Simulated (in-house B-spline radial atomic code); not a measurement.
Ionising Ni⁵⁺ with different functionals

Computed with an all-electron radial atomic-structure program (B-spline basis): scalar-relativistic (spin-free X2C) Hamiltonian, Fermi nucleus of rms radius 3.7757 fm, spin-polarised at highest spin, spherical fractional occupations for the functionals. The ionisation energy is the difference of two self-consistent energies, [Ar] 3d5 → [Ar] 3d4, without Breit or QED terms; ε is the level of the shell that loses the electron (its least bound occupied spin orbital).

Hybrids are left out here: with spherical fractional occupations of an open shell their exact exchange keeps a self-interaction that integer-occupation calculations don't have.

```tsv
method	rung	ΔSCF (eV)	-ε(3d) (eV)
LDA VWN5	LDA	107.81	95.10
LDA PW92	LDA	107.80	95.09
LDA exchange-only	LDA	106.15	93.49
PBE	GGA	107.62	94.91
PBEsol	GGA	107.58	94.87
BLYP	GGA	107.45	94.72
RPBE	GGA	107.56	94.85
PW91	GGA	107.75	95.03
BP86	GGA	107.60	94.89
AM05	GGA	107.59	94.88
OLYP	GGA	108.29	95.52
TPSS	meta-GGA	107.56	94.87
SCAN	meta-GGA	108.42	95.79
r2SCAN	meta-GGA	108.45	95.82
revTPSS	meta-GGA	107.49	94.80
```

**Question.** How do they compare with the NIST value?

**Answer.** NIST lists 108 eV ± 1 (semi-empirical, ground level to ground level). Errors run from -1.85 to +0.45 eV; all lie within about twice that uncertainty, so the table can't rank the methods.
